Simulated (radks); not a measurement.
The numbers below are computed, except where a source is named.
Q: Species: K-. Configuration: [Ar] 4s2. Code: a radial shooting solver on a logarithmic mesh with Libxc functionals. Model: scalar-relativistic Kohn-Sham, LDA (Slater exchange, Perdew-Wang correlation), spin-unpolarised, spherical densities, point nucleus; Watson sphere of charge +1 and radius 2.87 bohr. Some entries of the table are withheld. Estimate them.

orbital  occ.  eigenvalue (hartree)  <r^2> (bohr^2)
1s          2                   (1)        0.008878
2s          2             -12.99589          0.1795
2p          6             -10.34128          0.1531
3s          2                   (2)           1.886
3p          6              -0.75366           2.499
4s          2              -0.13362           20.78

A: 
(1) 1s eigenvalue (hartree): -129.0949
(2) 3s eigenvalue (hartree): -1.35191
